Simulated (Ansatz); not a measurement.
System: C₃H₆O₂ (charge 0, singlet). 
Geometry from a B3LYP-D3(BJ)/def2-TZVP (Ansatz, a first-principles code) optimisation:
SMILES: COC(C)=O
```xyz
11

C     -1.8543     0.1696     0.1592
C     -0.4282    -0.1404    -0.2035
O     -0.0723    -0.8339    -1.1211
O      0.4291     0.4670     0.6430
C      1.8231     0.2390     0.3870
H     -2.5223    -0.3365    -0.5316
H     -2.0217     1.2467     0.1188
H     -2.0572    -0.1540     1.1808
H      2.0924     0.5983    -0.6055
H      2.3561     0.7951     1.1531
H      2.0542    -0.8236     0.4535
```
Charge 0, spin multiplicity 1.

Basis-set convergence of Hartree-Fock and MP2 correlation energies (hartree) with Ansatz. Valence correlation only, unless marked. Spin-orbit coupling is left out. Non-relativistic.

```
basis    functions       E(HF)  E(corr, MP2)
-------  ---------  ----------  ------------
cc-pVDZ        100  -266.85622      -0.77759
cc-pVTZ        234           …             …
```

Question: Fill in the missing entries.

Answer: 
- cc-pVTZ, E(HF): -266.93712
- cc-pVTZ, E(corr, MP2): -0.97135
